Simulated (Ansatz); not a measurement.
## Interaction energy ladder

The pair of Br⁻ (SMILES [Br-], atom 1) and SbH₃ (SMILES [SbH3], atoms 2–5), both closed shells, in one local arrangement (a lower one may exist), relaxed at PBE0-D4/def2-TZVPD:

```
atom    x (Å)    y (Å)    z (Å)
 Br1  -0.5138  -0.3337  -2.7846
 Sb2   0.0113  -0.5783   0.3587
  H3  -1.1420   0.6778   0.3881
  H4   1.3036   0.4619  -0.0373
  H5   0.3408  -0.2278   2.0751
```

Program: Ansatz 0.2.0. Basis: def2-TZVPPD, with def2-QZVPPD for the basis limit. Cores are frozen in the correlated methods. Filled d shells of the heavier atoms are correlated. Core potentials replace the inner electrons of the atoms past krypton. The def2 sets are not built for correlating such inner shells, so the correlated values are less sure here. B3LYP uses VWN-RPA correlation. Extrapolation: Hartree–Fock as exp(−7.88 √X), correlation as X^−2.97. Interaction energies count from these two fragments, frozen as in the pair, with the counterpoise correction; negative means bound.

Task: What is the interaction energy by CCSD(T) at an estimated basis limit (MP2 extrapolated from triple and quadruple zeta, plus CCSD(T) − MP2 in triple zeta)? (Judge from chemistry; the value comes from the calculation.)

Result: Computed: -50.0 kJ/mol. Hartree–Fock alone gives -27.8 kJ/mol at the basis limit. It counts from the two fragments frozen as in the pair.

The same quantity by other methods in triple zeta, and each one's difference from that estimate:
```
   method  E_int (kJ/mol)  difference
   PBE-D4           -54.9        -4.9
revPBE-D4           -52.2        -2.2
  BLYP-D4           -48.6         1.4
r2SCAN-D4           -51.0        -1.0
   B97M-V           -53.6        -3.6
  PBE0-D4           -53.2        -3.2
 B3LYP-D4           -48.9         1.2
 HSE06-D4           -53.5        -3.5
  wB97X-V           -47.8         2.2
  wB97M-V           -48.6         1.4
   B2PLYP           -40.8         9.2
       HF           -26.6        23.4
      MP2           -45.5         4.5
     CCSD           -38.2        11.8
  CCSD(T)           -40.9         9.1
```
Differences are method less estimate.

Task: Which atoms make the shortest contact between the fragments?

Result: Br1 and Sb2, 3.20 Å apart.

Energy to bend the free fragments (PBE0-D4 minima) into their shapes in the pair, CCSD(T)/def2-TZVPPD: SbH₃ 6.0 kJ/mol. This must be added to the interaction energy to get the binding energy from relaxed fragments.

Basis-set superposition shift (counterpoise-corrected less uncorrected): CCSD(T) 5.8; MP2 5.7; HF 0.4; PBE0-D4 0.4; wB97M-V 0.4 kJ/mol.

T1 diagnostic: at most 0.015.

For scale, one of the runs: CCSD(T)/def2-TZVPPD, 164 basis functions, launched by `ansatz run in.yaml --threads 4 --pin off --events-out ev --progress --plain --max-ram 9574MiB`. The run took 11 s on 4 CPU threads of an AMD EPYC 9R45 (shared host), with 1.5 GiB of host memory at its peak.
